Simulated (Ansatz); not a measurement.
Reaction (formal exchange of groups at a Ga–Cl bond): `[Cl][Ga]1[O][SiH2]1` + `CC` → `C[CH2][Ga]1[O][SiH2]1` + HCl

Computed with Ansatz on PBE0-D4/def2-TZVP structures; ΔE is electronic, products minus reactants. CBS: MP2 limit from def2 TZ/QZ plus the TZ coupled-cluster correction, frozen cores. This one scheme is used for every species. For Ga outer-core shells are correlated without core-valence functions, which leaves a few kJ/mol of doubt a bond. Scalar relativity is left out up to krypton. Each species was taken in one conformer, which may not be the lowest.

`[Cl][Ga]1[O][SiH2]1`:

Z-matrix (Å, degrees):
```
Si
Ga 1 2.293
O 1 1.622 2 56.4
H 1 1.486 2 121.4 3 -107.1
H 1 1.486 2 121.4 3 107.1
Cl 2 2.124 1 159.1 3 0.0
```

`CC`:

```xyz
8

C     0.620   -0.070    0.433
C    -0.620    0.070   -0.433
H     0.726    0.777    1.116
H     0.583   -0.978    1.039
H     1.527   -0.117   -0.174
H    -0.726   -0.776   -1.116
H    -0.583    0.978   -1.039
H    -1.527    0.117    0.174
```

`C[CH2][Ga]1[O][SiH2]1`:

Z-matrix (Å, degrees):
```
C
C 1 1.524
H 1 1.092 2 111.7
H 1 1.094 2 111.0 3 -120.0
H 1 1.092 2 111.7 3 119.5
Ga 2 1.965 1 112.5 3 -63.9
H 2 1.093 1 112.0 3 58.4
H 2 1.096 1 111.4 3 177.0
Si 6 2.278 2 160.7 1 -15.9
O 6 1.924 2 115.7 1 -14.6
H 9 1.490 6 124.0 2 -101.2
H 9 1.490 6 123.9 2 104.5
```

HCl:

Cartesian coordinates in Å:
```
Cl 0.469 0.427 0.078
H -0.469 -0.427 -0.078
```

| species | CCSD(T)/CBS(def2) energy (Eh) |
| --- | --- |
| `[Cl][Ga]1[O][SiH2]1` | -2749.24215 |
| `CC` | -79.71954 |
| `C[CH2][Ga]1[O][SiH2]1` | -2368.53447 |
| HCl | -460.38127 |

(1) Work out ΔE.

Largest T1 diagnostic among the species: 0.015.

## Answers

(1) ΔE = (-2368.53447) + (-460.38127) − (-2749.24215) − (-79.71954) = 0.04595 Eh = +1.25 eV.

In def2-TZVPP, CCSD(T) changes the Hartree–Fock value by −0.35 eV (the triples alone add −0.03 eV) and MP2 by −0.34 eV. From PBE to PBE0 (25 % exact exchange), in def2-TZVPP and without D4, ΔE moves by +0.04 eV. The D4 term adds −0.06 eV with B3LYP and −0.04 eV with PBE0; it sums over pairs of atoms, weighted by their polarisabilities, and B3LYP, whose exchange is more repulsive, gets the larger term.

B3LYP here is the variant with VWN-RPA as its local correlation; programs differ in this.
